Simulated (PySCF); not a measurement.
**Electron correlation in Ti (titanium, neutral)**

[Ar] 3d2 4s2, high-spin 3F determinant. Calculation: PySCF 2.14, in def2-QZVPPD (11s6p5d3f2g, 93 functions); no relativity, point nucleus. Frozen: [Ar]; 4 electrons correlated.

| level | correlation energy (mhartree) |
| --- | --- |
| CCSD | -53.49 |
| (T) | -1.91 |
| CCSD(T) | -55.40 |

Diagnostics: T1 = 0.026, D1 = 0.0603, largest double amplitude 0.080.

Cost of the coupled-cluster step: 20 s of wall time on 1 thread of Neoverse-V1 (shared host), for 4 correlated electrons.

Iterations:

```
CC2 = 0
CCSD nocc = (np.int64(3), np.int64(1)), nmo = (84, 84)
frozen orbitals [[0, 1, 2, 3, 4, 5, 6, 7, 8], [0, 1, 2, 3, 4, 5, 6, 7, 8]]
max_cycle = 100
direct = 0
conv_tol = 1e-08
conv_tol_normt = 1e-06
diis_space = 8
diis_start_cycle = 0
Init t2, MP2 energy = -0.0414107370763428
Init E_corr(UCCSD) = -0.0414107370860299
cycle = 1  E_corr(UCCSD) = -0.047926764847073  dE = -0.00651602776  norm(t1,t2) = 0.0670837
cycle = 2  E_corr(UCCSD) = -0.0508717737523883  dE = -0.00294500891  norm(t1,t2) = 0.0327091
cycle = 3  E_corr(UCCSD) = -0.0533865462307486  dE = -0.00251477248  norm(t1,t2) = 0.017345
cycle = 4  E_corr(UCCSD) = -0.053442141986831  dE = -5.55957561e-05  norm(t1,t2) = 0.00304361
cycle = 5  E_corr(UCCSD) = -0.0534584888776675  dE = -1.63468908e-05  norm(t1,t2) = 0.00173575
cycle = 6  E_corr(UCCSD) = -0.0534976533203235  dE = -3.91644427e-05  norm(t1,t2) = 0.000994804
cycle = 7  E_corr(UCCSD) = -0.0534861696336625  dE = 1.14836867e-05  norm(t1,t2) = 0.000398396
cycle = 8  E_corr(UCCSD) = -0.053493189250979  dE = -7.01961732e-06  norm(t1,t2) = 0.000128953
cycle = 9  E_corr(UCCSD) = -0.0534933725326413  dE = -1.83281662e-07  norm(t1,t2) = 4.57493e-05
cycle = 10  E_corr(UCCSD) = -0.0534927680910798  dE = 6.04441562e-07  norm(t1,t2) = 1.64559e-05
cycle = 11  E_corr(UCCSD) = -0.0534928002002384  dE = -3.21091586e-08  norm(t1,t2) = 7.51874e-06
cycle = 12  E_corr(UCCSD) = -0.0534928992282864  dE = -9.9028048e-08  norm(t1,t2) = 3.01872e-06
cycle = 13  E_corr(UCCSD) = -0.0534928755451518  dE = 2.36831346e-08  norm(t1,t2) = 1.64079e-06
cycle = 14  E_corr(UCCSD) = -0.0534928568058424  dE = 1.87393094e-08  norm(t1,t2) = 7.47485e-07
cycle = 15  E_corr(UCCSD) = -0.053492868879348  dE = -1.20735056e-08  norm(t1,t2) = 2.62057e-07
cycle = 16  E_corr(UCCSD) = -0.0534928696793027  dE = -7.99954762e-10  norm(t1,t2) = 1.09957e-07
UCCSD converged
E(UCCSD) = -848.4670860111655  E_corr = -0.05349286967930272
UCCSD(T) correction = -0.00190616366504585
```
